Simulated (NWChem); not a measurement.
System: CH9NSi2; SMILES CN([SiH3])[SiH3]

Output (shortened):

```
             Northwest Computational Chemistry Package (NWChem) 7.3.0
             --------------------------------------------------------

                             Geometry "geometry" -> ""
                             -------------------------

 Output coordinates in angstroms (scale by  1.889725989 to convert to a.u.)

  No.       Tag          Charge          X              Y              Z
 ---- ---------------- ---------- -------------- -------------- --------------
    1 Si                  14.0000     0.50860900     1.55010900    -0.00735600
    2 N                    7.0000    -0.28755100    -0.00027800    -0.06160600
    3 C                    6.0000    -1.75584000    -0.00090800     0.08045300
    4 Si                  14.0000     0.50987500    -1.55002800    -0.00774900
    5 H                    1.0000    -0.12689100     2.47000700    -0.99319500
    6 H                    1.0000     0.41115500     2.21803300     1.32531200
    7 H                    1.0000     1.94343800     1.35705000    -0.33453900
    8 H                    1.0000    -2.19281000     0.88092300    -0.40455000
    9 H                    1.0000    -2.19208700    -0.88290400    -0.40490300
   10 H                    1.0000    -2.07566500    -0.00125100     1.13227900
   11 H                    1.0000    -0.12465400    -2.47012600    -0.99402800
   12 H                    1.0000     1.94460800    -1.35566400    -0.33457300
   13 H                    1.0000     0.41268500    -2.21847600     1.32467400

 Effective nuclear repulsion energy (a.u.)     229.5398539686

  xc_inp: hfexch multiplicative factor not found.

                                 NWChem DFT Module
                                 -----------------

 Summary of "ao basis" -> "ao basis" (spherical)
 ------------------------------------------------------------------------------
       Tag                 Description            Shells   Functions and Types
 ---------------- ------------------------------  ------  ---------------------
 Si                          6-31g*                  8       18   4s3p1d
 N                           6-31g*                  6       14   3s2p1d
 C                           6-31g*                  6       14   3s2p1d
 H                           6-31g*                  2        2   2s

            General Information
            -------------------
          SCF calculation type: DFT
          Wavefunction type:  closed shell.
          No. of atoms     :    13
          No. of electrons :    50
           Alpha electrons :    25
            Beta electrons :    25
          Charge           :     0
          Spin multiplicity:     1
          Use of symmetry is: off; symmetry adaption is: off
          Maximum number of iterations: 150
          AO basis - number of functions:    82
                     number of shells:    46
          Convergence on energy requested:  1.00D-06
          Convergence on density requested:  1.00D-05
          Convergence on gradient requested:  5.00D-04

              XC Information
              --------------
                     Hartree-Fock (Exact) Exchange  1.000

      Superposition of Atomic Density Guess
      -------------------------------------

 Sum of atomic energies:        -674.07270029

      Non-variational initial energy
      ------------------------------

 Total energy =    -676.066056
 1-e energy   =   -1386.428303
 2-e energy   =     480.822393
 HOMO         =      -0.289131
 LUMO         =       0.032593

     ---------------------------------------------
      Total Density - Mulliken Population Analysis
     ---------------------------------------------

[...]

                     NWChem Electrostatic Potential Fit Module
                     -----------------------------------------

 Atom parameters

 Number of atoms is                                   13
 Number of basis functions is                         82

 Grid parameters

 Maximum number of grid points is                  51293
 Number of grid points is                          51292
 Grid range                                     0.300000 nm
 Grid spacing                                   0.020000 nm
 Probe radius                                   0.070000 nm
 Atom radius factor                             1.000000

 Atomic radii

    1    0.100000
    6    0.147000
    7    0.140000
   14    0.187000
 FASTESP  F
  using M.O. file = ./job.movecs

    Atom              Coordinates                           Charge

                                                  ESP

    1 Si    0.050861    0.155011   -0.000736    0.646170
    2 N    -0.028755   -0.000028   -0.006161   -0.522253
    3 C    -0.175584   -0.000091    0.008045    0.161524
    4 Si    0.050988   -0.155003   -0.000775    0.648725
    5 H    -0.012689    0.247001   -0.099320   -0.162245
    6 H     0.041116    0.221803    0.132531   -0.163666
    7 H     0.194344    0.135705   -0.033454   -0.146705
    8 H    -0.219281    0.088092   -0.040455    0.006908
    9 H    -0.219209   -0.088290   -0.040490    0.008172
   10 H    -0.207567   -0.000125    0.113228   -0.001536
   11 H    -0.012465   -0.247013   -0.099403   -0.162736
   12 H     0.194461   -0.135566   -0.033457   -0.148032
   13 H     0.041269   -0.221848    0.132467   -0.164326
                                            ------------
                                                0.000000

 Dipole moment                                  0.324495

 Quadrupole moment Qxx                          5.387172
                   Qyy                         -3.155013
                   Qzz                         -2.232159

 RMS deviation kJ/mol                           0.059393

 RRMS %                                        62.028432
```

Level: Hartree-Fock/6-31G* (spherical d). All runs use the structure optimised with B3LYP/6-31G* (spherical d).

Problem. Which NWChem input produces such a log?

Solution. Several could match; the one computed here: the input that was run:
```
start job
memory heap 200 mb stack 900 mb global 1100 mb
geometry units angstroms noautosym nocenter noautoz
  Si     0.508609     1.550109    -0.007356
  N     -0.287551    -0.000278    -0.061606
  C     -1.755840    -0.000908     0.080453
  Si     0.509875    -1.550028    -0.007749
  H     -0.126891     2.470007    -0.993195
  H      0.411155     2.218033     1.325312
  H      1.943438     1.357050    -0.334539
  H     -2.192810     0.880923    -0.404550
  H     -2.192087    -0.882904    -0.404903
  H     -2.075665    -0.001251     1.132279
  H     -0.124654    -2.470126    -0.994028
  H      1.944608    -1.355664    -0.334573
  H      0.412685    -2.218476     1.324674
end
basis spherical
  * library 6-31g*
end
dft
  xc hfexch
  iterations 150
  mulliken
end
task dft energy
esp
  recalculate
  probe 0.07
  range 0.3
  factor 1.0
  spacing 0.02
end
task esp
```
